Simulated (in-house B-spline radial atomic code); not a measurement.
Inner levels of aluminium as electrons are removed. A shift is the extra binding of the orbital against the neutral atom ([Ne] 3s2 3p1). Computed with an all-electron radial atomic-structure program (B-spline basis): non-relativistic Hartree-Fock, average of the configuration, point nuclei.

```json
{"ion": "Al", "configuration": "[Ne] 3s2 3p1", "shift of 1s (eV)": "0", "radius of 1s (bohr)": "0.12026", "Σ<r²> (bohr²)": "33.477", "change of density at nucleus (bohr⁻³)": "-"}
{"ion": "Al+", "configuration": "[Ne] 3s2", "shift of 1s (eV)": "8.4689", "radius of 1s (bohr)": "0.12025", "Σ<r²> (bohr²)": "17.28", "change of density at nucleus (bohr⁻³)": "0.9386"}
{"ion": "Al2+", "configuration": "[Ne] 3s1", "shift of 1s (eV)": "20.783", "radius of 1s (bohr)": "0.12026", "Σ<r²> (bohr²)": "9.3604", "change of density at nucleus (bohr⁻³)": "-1.1886"}
{"ion": "Al3+", "configuration": "[He] 2s2 2p6", "shift of 1s (eV)": "35.104", "radius of 1s (bohr)": "0.12026", "Σ<r²> (bohr²)": "3.6353", "change of density at nucleus (bohr⁻³)": "-4.5739"}
{"ion": "Al4+", "configuration": "[He] 2s2 2p5", "shift of 1s (eV)": "78.817", "radius of 1s (bohr)": "0.12015", "Σ<r²> (bohr²)": "2.8865", "change of density at nucleus (bohr⁻³)": "1.8317"}
{"ion": "Al5+", "configuration": "[He] 2s2 2p4", "shift of 1s (eV)": "127.25", "radius of 1s (bohr)": "0.12", "Σ<r²> (bohr²)": "2.2762", "change of density at nucleus (bohr⁻³)": "9.1119"}
{"ion": "Al6+", "configuration": "[He] 2s2 2p3", "shift of 1s (eV)": "180.3", "radius of 1s (bohr)": "0.11981", "Σ<r²> (bohr²)": "1.7705", "change of density at nucleus (bohr⁻³)": "17.27"}
{"ion": "Al7+", "configuration": "[He] 2s2 2p2", "shift of 1s (eV)": "237.89", "radius of 1s (bohr)": "0.11959", "Σ<r²> (bohr²)": "1.3464", "change of density at nucleus (bohr⁻³)": "26.316"}
{"ion": "Al8+", "configuration": "[He] 2s2 2p1", "shift of 1s (eV)": "299.95", "radius of 1s (bohr)": "0.11933", "Σ<r²> (bohr²)": "0.98699", "change of density at nucleus (bohr⁻³)": "36.263"}
{"ion": "Al9+", "configuration": "[He] 2s2", "shift of 1s (eV)": "366.4", "radius of 1s (bohr)": "0.11902", "Σ<r²> (bohr²)": "0.6801", "change of density at nucleus (bohr⁻³)": "47.125"}
{"ion": "Al10+", "configuration": "[He] 2s1", "shift of 1s (eV)": "427.31", "radius of 1s (bohr)": "0.11899", "Σ<r²> (bohr²)": "0.34293", "change of density at nucleus (bohr⁻³)": "-10.246"}
{"ion": "Al11+", "configuration": "1s2", "shift of 1s (eV)": "490.91", "radius of 1s (bohr)": "0.11882", "Σ<r²> (bohr²)": "0.037791", "change of density at nucleus (bohr⁻³)": "-74.657"}
{"ion": "Al12+", "configuration": "1s1", "shift of 1s (eV)": "707.47", "radius of 1s (bohr)": "0.11538", "Σ<r²> (bohr²)": "0.017751", "change of density at nucleus (bohr⁻³)": "-703.52"}
```
